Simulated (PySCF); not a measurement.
Al(Cl)2(SeH) (AlCl2HSe), SMILES [Cl][Al]([Cl])[SeH].

Coordinates come from a PBE-D3(BJ)/def2-SVP optimisation. The structure was generated by enumeration; whether it is a known compound was not checked. Other conformers were not sampled.

Method: PBE-D3(BJ)/def2-SVP run with PySCF.

Frequencies are harmonic and unscaled.

Computed normal modes with their intensities:
```tsv
mode	ν (cm⁻¹)	IR (km/mol)	moving atoms (share of kinetic energy)
1	101	2.9	Cl 62 %, Se 20 %, Al 16 %
2	126	6.1	Cl 72 %, Se 23 %
3	177	19.7	Al 82 %, Cl 15 %
4	236	5.7	H 98 %
5	299	1.6	Cl 62 %, Se 26 %, Al 11 %
6	538	97.1	Al 56 %, Cl 22 %, H 20 %
7	553	69.6	H 47 %, Al 30 %, Cl 19 %
8	629	90.7	Al 51 %, H 30 %, Cl 18 %
9	2357	4.1	H 99 %
```
